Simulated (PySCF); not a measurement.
**Assignment exercise: C5H11BO3**

Atoms are numbered as in `[CH2:1]=[CH:2][O:3][B:4]([OH:5])[O:6][CH:7]([CH3:8])[CH3:9]`. Hydrogens are named by the atom that carries them. Ha(C1) is cis to O3; Hb(C1) is trans to O3.

PySCF 2.14.0 with density-fitted response routines calculation with structure optimised with PBE0-D3(BJ)/def2-SVP and KT2/pcSseg-1 with gauge-including orbitals; one averaged value for each set of equivalent atoms, no relativistic terms, a single conformation, no solvent model.

References, each an isolated molecule treated in the same way: 13C, 1H vs TMS.

**Question.** Assign these signals to the numbered atoms. 13C{1H} NMR (computed): δ 144.2 (CH), 93.7 (CH2), 69.4 (CH), 25.5 (CH3).

**Answer.** 
| δ (ppm) | atoms | environment | reason |
| --- | --- | --- | --- |
| 144.2 | C2 | alkene carbon bearing oxygen | an sp2 carbon further deshielded by the attached heteroatom |
| 93.7 | C1 | β carbon of an enol-ether or enamine type C=C | the O or N lone pair pushes π density onto this β carbon and shields it |
| 69.4 | C7 | sp3 CH bonded to O | the inductive effect lowers its shielding |
| 25.5 | C8/C9 | methyl carbon | aliphatic region, no heteroatom directly attached |

**Question.** Assign these signals to the numbered atoms. 1H NMR (600 MHz, computed): δ 6.12 (m, 1H), 5.49 (m, 1H), 4.55 (sept, 1H), 4.23 (m, 1H), 2.72 (br s, 1H), 1.25 (d, 6H).

**Answer.** 
| δ (ppm) | atoms | environment | reason |
| --- | --- | --- | --- |
| 6.12 | H(C2) | hydrogen on an alkene carbon bearing oxygen | a vinylic proton, deshielded by the sp2 carbon and the C=C anisotropy |
| 5.49 | Ha(C1) | hydrogen on a β carbon of an enol-ether or enamine type C=C | attached to an sp2 carbon and in the plane of the double bond |
| 4.55 | H(C7) | hydrogen on an sp3 CH bonded to O | its carbon carries O, which withdraws density |
| 4.23 | Hb(C1) | hydrogen on a β carbon of an enol-ether or enamine type C=C | lone-pair donation from O or N shields it, upfield of ordinary alkene protons |
| 2.72 | H(O5) | hydrogen on an oxygen bonded to B | exchangeable; this is the value without hydrogen bonding to other molecules |
| 1.25 | H(C8)/H(C9) | hydrogen on a methyl carbon | – |

The OH or NH signal is concentration- and solvent-dependent in practice; the value given is the gas-phase one. Shifts are as computed. Against solution values, carbons near 30 ppm lie about +2 ppm off and those near 130 ppm about -5 ppm. Of 1309 compounds with measured shifts, 239 miss one by over three times the rms of a fit or turn the order of signals round; such compounds aren't used in these exercises. No couplings were computed; multiplicities are counted from neighbouring protons, with m where these are inequivalent, close in shift, in a saturated or five-membered ring or joined by F or P, and br s for small geminal =CH2 splittings.
